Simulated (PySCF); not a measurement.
# Mg: excitation energy

Mg [Ne] 3s2 (1S) → Mg [Ne] 3d2 (3F), as a difference of total energies. Computed with PySCF 2.14 in aug-cc-pVTZ with one added diffuse shell each of s, p, d, f type (7s6p4d3f, 66 functions), with the non-relativistic Hamiltonian (point nucleus). Correlated levels: valence: [Ne] frozen. The calculations carry no spin-orbit coupling.

```tsv
method	excitation energy (eV)
UHF	13.042
MP2 (valence)	13.559
SCS-MP2 (valence)	13.774
CCSD (valence)	13.836
```

Task: How much does correlation contribute at MP2 (valence)?

Result: 13.559 − (13.042) = 0.517 eV, measured against UHF.

The upper state lies above the first ionisation limit, where it may autoionise and the basis confines it.

The promoted electron is Rydberg-like, and one or two diffuse shells describe it only roughly, which tends to raise the upper state.

With two correlated electrons CCSD is exact in that space.
